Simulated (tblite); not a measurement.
H3B3Cl2N3, doublet, at a GFN2-xTB geometry; GFN1-xTB (tblite).

The tblite input:
```
$ tblite run mol.xyz --method gfn1 --charge 0 --spin 1 --grad --json tblite.json --no-restart

# file mol.xyz
11

Cl    -2.71204002     0.84832405     0.36775443
B     -1.23649701     0.00758088     0.00862503
N     -1.25450491    -1.29865135    -0.53916609
B     -0.06209917    -2.00627972    -0.84121649
N      1.17225288    -1.35872038    -0.57504790
B      1.23507269    -0.05359738    -0.02791937
Cl     2.76036263     0.71286680     0.28683999
N      0.01913369     0.61816499     0.25919147
H     -2.15327323    -1.72472159    -0.71391382
H      2.04328945    -1.82859824    -0.77596381
H      0.04794538     1.54900360     0.64948440
```

It wrote (shortened):

```
xTB calculator
 | screened Coulomb repulsion
 | Coulomb electrostatics
 |  * isotropic Klopman-Ohno-Mataga-Nishimoto electrostatics
 |  * onsite third-order electrostatics
 | DFT-D3(BJ) dispersion correction

halogen bonding energy    0.0000000000000E+00 Eh
repulsion energy          2.1756515041237E-01 Eh
dispersion energy        -5.7966367454383E-03 Eh
number of electrons       4.1000000000000E+01 e
integral cutoff           2.1261634374110E+01 bohr

------------------------------------------------------------
  cycle        total energy    energy error   density error
------------------------------------------------------------
      1     -24.00348897791  -2.4215257E+01   6.8886045E-01
      2     -24.12857569528  -1.2508672E-01   3.6165133E-01
      3     -24.13031624479  -1.7405495E-03   1.1586226E-01
      4     -24.13114432364  -8.2807884E-04   3.8007393E-02
      5     -24.13357264586  -2.4283222E-03   6.4596421E-03
      6     -24.13361293417  -4.0288308E-05   5.0071230E-03
      7     -24.13365347277  -4.0538604E-05   5.1928298E-04
      8     -24.13365391256  -4.3978903E-07   6.2014837E-05
      9     -24.13365391873  -6.1718346E-09   2.5331307E-05
     10     -24.13365391951  -7.8435392E-10   8.2135165E-06
------------------------------------------------------------

electronic energy        -2.4345422433181E+01 Eh
total energy             -2.4133653919514E+01 Eh

Post processing:
 | Mayer-Wiberg bond orders

[Info] Tight-binding results written to 'tblite.txt'
[Info] JSON dump of results written to 'tblite.json'
```
